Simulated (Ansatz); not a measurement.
The molecule BeC, multiplicity 5 (an upper state: multiplicity 3 came lower at CCSD(T)/def2-TZVPP on PBE0 minima).

The constants come from a fifth-degree fit in 1/R (seven points, main isotopes). Runs in def2 and cc sets follow the lowest solution found near the PBE0 minimum.

The values were computed with Ansatz (a program for electronic structure) with Gaussian orbitals. Each number belongs to the level named beside it.

| level | r_e (Å) | ω_e (cm⁻¹) | α_e (cm⁻¹) | B_e (cm⁻¹) | D_e (eV) | dipole (D) |
|---|---|---|---|---|---|---|
| PBE/def2-TZVPP | 1.649 | 954 | 0.015 | 1.20 | 2.42 | 0.01 |
| PBE0/def2-TZVPP | 1.637 | 987 | 0.014 | 1.22 | 2.36 | 0.07 |
| wB97X-V/def2-TZVPP | 1.643 | 982 | 0.013 | 1.21 | 1.89 | 0.21 |
| CCSD/def2-TZVPP | 1.643 | 984 | 0.013 | 1.21 | 1.65 | - |
| CCSD(T)/def2-TZVPP | 1.646 | 976 | 0.014 | 1.21 | 1.70 | - |

D_e counts from each atom's lowest state at the same level, without counterpoise or zero-point energy.

Correlated levels freeze the inner cores; with def2 sets outer-core shells near the valence are correlated too.
